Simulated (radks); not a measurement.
Values are calculated unless marked as measured or tabulated.
Ionisation of Ne, [Ne], to Ne+, [He] 2s2 2p5, under several functionals. Non-relativistic Kohn-Sham, spin-polarised, spherical densities, point nucleus; open shells are filled with parallel spins first; a radial shooting solver on a logarithmic mesh with Libxc functionals.

PW91: E(Ne) (hartree) -128.94658; Exc (hartree) -12.45991; IE (eV) 22.099; -e(HOMO) (eV) 13.449; <r> HOMO (bohr) 0.9808; IE error (eV) +0.535
revTPSS: E(Ne) (hartree) -128.92420; Exc (hartree) -12.43953; IE (eV) 22.034; -e(HOMO) (eV) 13.442; <r> HOMO (bohr) 0.9804; IE error (eV) +0.469
PBEsol: E(Ne) (hartree) -128.52573; Exc (hartree) -12.01862; IE (eV) 21.905; -e(HOMO) (eV) 13.284; <r> HOMO (bohr) 0.9814; IE error (eV) +0.341
LDA (Slater exchange, VWN5 correlation): E(Ne) (hartree) -128.23348; Exc (hartree) -11.71043; IE (eV) 22.187; -e(HOMO) (eV) 13.552; <r> HOMO (bohr) 0.9815; IE error (eV) +0.623
SCAN: E(Ne) (hartree) -128.95271; Exc (hartree) -12.48902; IE (eV) 22.508; -e(HOMO) (eV) 13.993; <r> HOMO (bohr) 0.9733; IE error (eV) +0.944
LDA (Slater exchange, Perdew-Zunger correlation): E(Ne) (hartree) -128.22728; Exc (hartree) -11.70347; IE (eV) 22.195; -e(HOMO) (eV) 13.545; <r> HOMO (bohr) 0.9817; IE error (eV) +0.630
r2SCAN: E(Ne) (hartree) -128.93484; Exc (hartree) -12.46754; IE (eV) 22.502; -e(HOMO) (eV) 13.982; <r> HOMO (bohr) 0.9738; IE error (eV) +0.938
exchange-only PBE: E(Ne) (hartree) -128.52013; Exc (hartree) -12.00840; IE (eV) 20.898; -e(HOMO) (eV) 12.396; <r> HOMO (bohr) 0.9893; IE error (eV) -0.666
B86b exchange with PBE correlation: E(Ne) (hartree) -128.95040; Exc (hartree) -12.46314; IE (eV) 22.030; -e(HOMO) (eV) 13.383; <r> HOMO (bohr) 0.9809; IE error (eV) +0.466
revPBE: E(Ne) (hartree) -128.93555; Exc (hartree) -12.44801; IE (eV) 21.908; -e(HOMO) (eV) 13.274; <r> HOMO (bohr) 0.9814; IE error (eV) +0.344
LDA (Slater exchange, Perdew-Wang correlation): E(Ne) (hartree) -128.22992; Exc (hartree) -11.70655; IE (eV) 22.182; -e(HOMO) (eV) 13.547; <r> HOMO (bohr) 0.9815; IE error (eV) +0.617
exchange-only B88: E(Ne) (hartree) -128.59009; Exc (hartree) -12.08629; IE (eV) 20.890; -e(HOMO) (eV) 12.371; <r> HOMO (bohr) 0.9863; IE error (eV) -0.674

NIST Atomic Spectra Database: 21.565 eV (measured). Closest: PBEsol. The Delta-SCF values span 1.62 eV, the total energies 0.73 hartree. The highest occupied level is 2p. Open shells are spherical and high-spin; term and fine-structure splittings are not resolved.
